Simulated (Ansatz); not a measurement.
Job for Ansatz (a first-principles code): R-B3LYP-D3(BJ)/def2-TZVP on F2MoO2 (SMILES [O]=[Mo](=[O])([F])[F]). Elements past Kr take the def2 small-core potentials; no spin–orbit coupling.

Ansatz 0.2 input:
```yaml
crystal:
  periodic: [false, false, false]
  atoms:
    - {symbol: Mo, position_ang: [0.00860000, -0.01860000, -0.01650000]}
    - {symbol: O, position_ang: [1.00520000, 0.94250000, 0.97680000]}
    - {symbol: O, position_ang: [0.99610000, -0.96090000, -0.95750000]}
    - {symbol: F, position_ang: [-1.00100000, 1.06950000, -1.05340000]}
    - {symbol: F, position_ang: [-1.00890000, -1.03250000, 1.05060000]}
basis:
  gaussian:
    orbitals: def2-TZVP
hamiltonian:
  xc: b3lyp
  dispersion: d3bj
relax: {f_tol: 0.004, max_steps: 120}
scf: {lower_state_search: off}
```

Question: What total energy does the run end on?

Answer: -418.7226 hartree.

Question: How many basis functions does it have, and what does it roughly cost on one machine?

Answer: 164 functions; very roughly 16 core-seconds.
